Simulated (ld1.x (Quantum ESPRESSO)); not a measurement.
## Reading a pseudo-wave (Pb (Z = 82))

Columns: radius, all-electron u(r) and pseudo u(r) of the 6s shell (level -12.04 eV) of lead in the configuration [Xe] 4f14 5d10 6s2 6p2; PBE, scalar-relativistic, TM scheme, ld1.x (Quantum ESPRESSO) 7.5.

| r (bohr) | all-electron | pseudo |
| --- | --- | --- |
| 0.140 | 0.1661 | -0.0515 |
| 0.280 | -0.2368 | -0.0990 |
| 0.420 | -0.0441 | -0.1396 |
| 0.560 | 0.2813 | -0.1721 |
| 0.700 | 0.3769 | -0.1998 |
| 0.840 | 0.2658 | -0.2295 |
| 0.980 | 0.0555 | -0.2710 |
| 1.120 | -0.1718 | -0.3346 |
| 1.260 | -0.3723 | -0.4263 |
| 1.400 | -0.5291 | -0.5374 |
| 1.540 | -0.6405 | -0.6407 |
| 1.680 | -0.7114 | -0.7114 |
| 1.820 | -0.7487 | -0.7487 |
| 1.960 | -0.7599 | -0.7599 |
| 2.100 | -0.7516 | -0.7516 |
| 2.240 | -0.7290 | -0.7290 |
| 2.380 | -0.6967 | -0.6967 |
| 2.520 | -0.6581 | -0.6581 |
| 2.660 | -0.6158 | -0.6158 |
| 2.800 | -0.5718 | -0.5718 |
| 2.940 | -0.5275 | -0.5275 |
| 3.080 | -0.4841 | -0.4841 |
| 3.220 | -0.4422 | -0.4422 |
| 3.360 | -0.4024 | -0.4024 |
| 3.500 | -0.3650 | -0.3650 |
| 3.640 | -0.3300 | -0.3300 |

Task: How many radial nodes do the two functions have?

Result: The all-electron 6s function has n − l − 1 = 5 (the table is too coarse to show those close to the nucleus); the pseudo-wave has 0, since the states of the same l below it are removed with the core.

Task: At about which radius was the pseudo-wave matched?

Result: 1.65 bohr, where the columns begin to agree (steps of 0.14 bohr).

Task: Where does each function peak?

Result: Outermost all-electron maximum near 1.96 bohr, pseudo maximum near 1.96 bohr (to the table’s step).

Task: Is the pseudo-wave norm-conserving?

Result: Yes: the TM scheme keeps the norm inside the radius equal to the all-electron one, which fixes the energy derivative of the logarithmic derivative at the level.
